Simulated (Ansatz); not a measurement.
Input and output for ClF2HOZr (`[OH][Zr]([F])([F])[Cl]`).

```yaml
crystal:
  periodic: [false, false, false]
  atoms:
    - {symbol: O, position_ang: [-0.960876, 0.374308, 0.979123]}
    - {symbol: Zr, position_ang: [0.448153, -0.274892, -0.291470]}
    - {symbol: F, position_ang: [1.949056, -0.668737, 0.460237]}
    - {symbol: F, position_ang: [-0.209090, -1.527187, -1.348182]}
    - {symbol: Cl, position_ang: [0.642575, 1.616923, -1.766069]}
    - {symbol: H, position_ang: [-1.568806, 0.330965, 1.720605]}
basis:
  gaussian: {orbitals: def2-TZVPD, fitting: {mean_field: cc-pVTZ-jkfit}}
total_charge: -3
magnetization: {spin_polarized: true, initial_magnetization: 1}
hamiltonian: {xc: {name: revPBE0}}
output: {forces: true}
```

```sh
$ ansatz run in.yaml --threads 4 --pin off --events-out ev --progress --plain --max-ram 10444MiB
```

Shortened log:

```
Functional definition: revPBE0
Error: <dir> the basis set cc-pVTZ-JKFIT has no functions for Zr
```
